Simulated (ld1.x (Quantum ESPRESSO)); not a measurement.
## Varying the TM potential for S (Z = 16)

Base potential:

S, norm-conserving Troullier–Martins (Kleinman–Bylander form), made with ld1.x (Quantum ESPRESSO) 7.5 (Wu–Cohen, scalar-relativistic). Core [Ne], reference 3s2 3p4. Waves: 3p (bound): rc 1.55 bohr; 3d channel at 0.4 Ry: rc 1.55 bohr; 3s (bound): rc 1.35 bohr. Local part: the s channel. Core correction: a·sin(br)/r model core inside 1.00 bohr.

All-electron outer shells of the reference configuration (Wu–Cohen, scalar-relativistic, ld1.x):

```
shell  level (eV)  outermost node (bohr)  outermost maximum (bohr)
   2s     -211.39                   0.13                      0.39
   2p     -156.50                      –                      0.33
   3s      -17.21                   0.60                      1.40
   3p       -6.98                   0.58                      1.61
```

Cutoffs, loose and tight: the cutoffs (Ry, on a coarse ladder) from which the occupation-weighted sum of valence levels, in a spherical-Bessel basis at the reference potential, stays within 10 and 1 mRy of its value at 400 Ry. They do not see the model core or the augmentation charge, which bear on the density cutoff. Test errors are all-electron minus pseudo excitation energies from the reference, over the configurations 3s2 3p3; 3s2 3p2; 3s2 3p1; 3s2 3p4.3; 3s1 3p4; 3s1 3p5; 3s2 3p3.5. A dash means not determined; rows that change the core or the reference have their own tests.

| change | outcome | cutoff, loose | cutoff, tight | bound ghosts | largest test error (meV) |
| --- | --- | --- | --- | --- | --- |
| base | generated | 40 Ry | 60 Ry | none | +77 |
| wave 3s (bound): rc 1.35 bohr becomes 3s (bound): rc 0.84 bohr | generated | 300 Ry | over 300 Ry | none | +289 |
| wave 3s (bound): rc 1.35 bohr becomes 3s (bound): rc 1.02 bohr | generated | 80 Ry | 230 Ry | none | +112 |
| wave 3s (bound): rc 1.35 bohr becomes 3s (bound): rc 1.10 bohr | generated | 60 Ry | 140 Ry | none | +95 |
| wave 3s (bound): rc 1.35 bohr becomes 3s (bound): rc 1.26 bohr | generated | 40 Ry | 70 Ry | none | +80 |
| wave 3s (bound): rc 1.35 bohr becomes 3s (bound): rc 1.36 bohr | generated | 40 Ry | 60 Ry | none | +77 |
| wave 3s (bound): rc 1.35 bohr becomes 3s (bound): rc 1.50 bohr | generated | 40 Ry | 60 Ry | none | +81 |
| wave 3s (bound): rc 1.35 bohr becomes 3s (bound): rc 1.62 bohr | generated | 35 Ry | 55 Ry | none | +93 |
| wave 3s (bound): rc 1.35 bohr becomes 3s (bound): rc 1.78 bohr | generated | 30 Ry | 50 Ry | none | +125 |
| wave 3s (bound): rc 1.35 bohr becomes 3s (bound): rc 1.86 bohr | generated | 25 Ry | 45 Ry | none | +149 |

What comes out with this change to the base: wave 3s (bound): rc 1.35 bohr becomes 3s (bound): rc 2.04 bohr?

outcome: generated; cutoff, loose: 25 Ry; cutoff, tight: 40 Ry; bound ghosts: none; largest test error (meV): +197.

Reading the sweep of the s radius (base included, trends over the rows without a ghost): The loose cutoff falls from 300 Ry at 0.84 to 25 Ry at 2.04 bohr. A larger radius leaves more room for a smooth pseudo-wave, so fewer plane waves are needed; a smaller one forces it to follow the all-electron wave where it bends sharply. The median size of the test errors (rows with all tests solved) is not monotonic: lowest 3.0 meV at 1.35 bohr, highest 14.7 meV at 0.84 bohr.
